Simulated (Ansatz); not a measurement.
One geometry of CuAsOH4⁺, that is Cu(AsH3)(OH) with one electron fewer, several levels of theory.

```yaml
crystal:
  periodic: [false, false, false]
  atoms:
    - {symbol: Cu, position_ang: [-0.032250, 0.055750, -1.042699]}
    - {symbol: As, position_ang: [-0.060421, 0.078847, 1.199828]}
    - {symbol: H, position_ang: [1.236057, -0.034491, 1.991154]}
    - {symbol: H, position_ang: [-0.833689, -0.973744, 1.984557]}
    - {symbol: H, position_ang: [-0.614119, 1.291213, 1.935811]}
    - {symbol: O, position_ang: [-0.085691, 0.161549, -2.828804]}
    - {symbol: H, position_ang: [0.390122, -0.579124, -3.239836]}
basis:
  gaussian: {orbitals: def2-TZVP, initial_orbitals: start.molden}
total_charge: 1
magnetization: {spin_polarized: true, initial_magnetization: 1}
hamiltonian: {xc: r2scan, dispersion: d4}
scf: {omitted_lower_state_checks: [starts]}
output: {orbitals: {seedname: orbitals}}
```

The file start.molden holds the orbitals of an earlier run on this structure, at another level or in another basis.

```sh
$ ansatz run in.yaml --threads 4 --pin off --events-out ev --progress --plain --max-ram 3916MiB
```

It prints (some lines left out):

```
Functional definition: r2SCAN
1153 factors; their error is unknown
mean field evaluation 1: about -107586.0916 eV, gradient 5.7e0 eV
mean field evaluation 2: about -107586.1596 eV, gradient 1.4e-1 eV
mean field evaluation 4: about -107586.1286 eV, gradient 8.5e-4 eV
mean field evaluation 8: about -107586.1286 eV, gradient 1.5e-5 eV
mean field -107586.12856781 eV, -3953.7173003698 hartree, gradient 7.4e-6 eV, S^2 0.756299; 0 other end points of the search recorded, 0 dependent functions left out
reference -107586.12858332 eV, -3953.7173009398 hartree; 37, 36 occupied and 111, 112 virtual orbitals, 1153 factors
Total energy: -107586.15204847 eV, -3953.7181632683 hartree
Checks for a lower state left out: starts
```

It took 7 s on 4 threads of Arm Neoverse V2 on a shared host.

As the first input, with `hamiltonian: {xc: pbe, dispersion: d4}` (abridged; 2.7 s):

```
Functional definition: PBE
mean field -107569.68386897 eV, -3953.1129688342 hartree, gradient 9.7e-6 eV, S^2 0.752865
Total energy: -107569.78779175 eV, -3953.1167879258 hartree
Checks for a lower state left out: starts
```

As the first input, with `hamiltonian: {xc: pbe0, dispersion: d4}` (abridged; 5.5 s):

```
Functional definition: PBE0
mean field -107571.18153275 eV, -3953.1680069629 hartree, gradient 6.4e-6 eV, S^2 0.757674
Total energy: -107571.26975849 eV, -3953.1712491992 hartree
Checks for a lower state left out: starts
```

Geometry: PBE-D4/def2-TZVP, that of the neutral singlet.
